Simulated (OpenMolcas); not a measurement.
**Predicting a hybrid from its neighbours: CHBrF2**

CHBrF2: 5 atoms, total charge 0, spin state singlet. SMILES: `FC(F)Br`. The coordinates come from a PBE0-D4/def2-TZVP relaxation.

The HOMO–LUMO gap y, in eV, basis aug-cc-pVDZ; a is the functional's share of exact exchange. Programs: OpenMolcas 26.06.

```
functional     program     a  y (eV)
    revPBE  OpenMolcas     0    5.86
      TPSS  OpenMolcas     0    6.07
     B3LYP  OpenMolcas   0.2    7.57
      PBE0  OpenMolcas  0.25       ?
     BHLYP  OpenMolcas   0.5   10.12
```

Problem. Fit y = c + s·a to the known rows and predict PBE0.

Solution. 
1. Means of the 4 rows: a = 0.1750, y = 7.405.
2. Σ(Δa)² = 0.1675, Σ(Δa·Δy) = 1.3905, so the slope is 1.3905/0.1675 = 8.3015.
3. Intercept: 7.405 − (8.3015) × 0.1750 = 5.952. The largest residual of the fit is 0.12.
4. PBE0: 5.952 + (8.3015) × 0.25 = 8.03 eV.

The run gave 8.14 eV, so the prediction is off by -0.11 eV, within the scatter of the fit. Exact exchange lowers occupied levels and raises empty ones. The rows mix families of semi-local functionals, which the line can't see.
